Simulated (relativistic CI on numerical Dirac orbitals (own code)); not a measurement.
**Magnetism of Pm²⁺, 4f5, in a crystal field**

Calculated by Dirac-Coulomb-Breit CI, separate exchange-only KLI orbitals for each configuration, model QED, valence Slater integrals scaled by 0.75, one configuration in a parametric crystal field (own radial code).

Field parameters in Wybourne normalisation; cubic f-shell fields have B⁴₄ = √(5/14) B⁴₀ and B⁶₄ = −√(7/2) B⁶₀. The field is a parameter set, without covalency.

S is read from ⟨S²⟩ = S(S + 1).

Powder χT (cm³ K mol⁻¹) by Van Vleck's formula, with temperature-independent terms:

```
                                                                           Field      2 K     5 K    10 K    20 K    50 K  100 K  200 K  300 K
D3d, B20 = -810, B40 = -140, B43 = -1010, B60 = -170, B63 = -470, B66 = 450 cm⁻¹   0.0309  0.0347  0.0409  0.0533  0.0907  0.153  0.274    0.4
                                                  Oh, B40 = 1100, B60 = 260 cm⁻¹  0.00587  0.0108  0.0189  0.0354  0.0892  0.165   0.28  0.402
```

(1) For Oh, B40 = 1100, B60 = 260 cm⁻¹: what effective moment follows at 300 K?

Results:

(1) μ_eff = √(8χT) = 1.79 μB. The LS value g√(J(J + 1)) of the free ion's ⁶H°5/2 level is 0.85 μB.
